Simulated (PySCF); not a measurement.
# Cu (copper, neutral) across methods

[Ar] 3d9 4s1 4p1, one real determinant (an excited configuration). All numbers are calculated (PySCF 2.14, the non-relativistic Hamiltonian (point nucleus), in def2-QZVPPD).

```json
{"method": "PW91", "E (hartree)": "-1640.476", "mean ε 3d β (eV)": "-10.968", "mean ε 4s α (eV)": "-7.403", "mean ε 4p α (eV)": "-2.689", "Σ⟨r²⟩ (bohr²)": "40.86", "⟨S²⟩": "3.751"}
{"method": "r2SCAN", "E (hartree)": "-1640.321", "mean ε 3d β (eV)": "-11.061", "mean ε 4s α (eV)": "-7.592", "mean ε 4p α (eV)": "-2.839", "Σ⟨r²⟩ (bohr²)": "40.08", "⟨S²⟩": "3.752"}
{"method": "UHF", "E (hartree)": "-1638.87756", "mean ε 3d β (eV)": "-20.757", "mean ε 4s α (eV)": "-10.493", "mean ε 4p α (eV)": "-5.401", "Σ⟨r²⟩ (bohr²)": "41.30", "⟨S²⟩": "3.751"}
{"method": "PBE0", "E (hartree)": "-1640.100", "mean ε 3d β (eV)": "-13.503", "mean ε 4s α (eV)": "-8.242", "mean ε 4p α (eV)": "-3.407", "Σ⟨r²⟩ (bohr²)": "40.68", "⟨S²⟩": "3.751"}
{"method": "revPBE", "E (hartree)": "-1640.227", "mean ε 3d β (eV)": "-10.806", "mean ε 4s α (eV)": "-7.266", "mean ε 4p α (eV)": "-2.647", "Σ⟨r²⟩ (bohr²)": "41.00", "⟨S²⟩": "3.751"}
{"method": "CAM-B3LYP", "E (hartree)": "-1640.439", "mean ε 3d β (eV)": "-15.050", "mean ε 4s α (eV)": "-9.570", "mean ε 4p α (eV)": "-4.365", "Σ⟨r²⟩ (bohr²)": "40.55", "⟨S²⟩": "3.750"}
{"method": "LDA", "E (hartree)": "-1637.544", "mean ε 3d β (eV)": "-11.145", "mean ε 4s α (eV)": "-7.533", "mean ε 4p α (eV)": "-2.675", "Σ⟨r²⟩ (bohr²)": "40.83", "⟨S²⟩": "3.750"}
{"method": "PBE", "E (hartree)": "-1640.075", "mean ε 3d β (eV)": "-10.888", "mean ε 4s α (eV)": "-7.334", "mean ε 4p α (eV)": "-2.658", "Σ⟨r²⟩ (bohr²)": "41.02", "⟨S²⟩": "3.751"}
{"method": "BHandHLYP", "E (hartree)": "-1640.307", "mean ε 3d β (eV)": "-16.169", "mean ε 4s α (eV)": "-9.001", "mean ε 4p α (eV)": "-3.927", "Σ⟨r²⟩ (bohr²)": "40.80", "⟨S²⟩": "3.751"}
```

⟨L²⟩ = 8.01 against 12 for a pure F term, so this real determinant mixes terms.
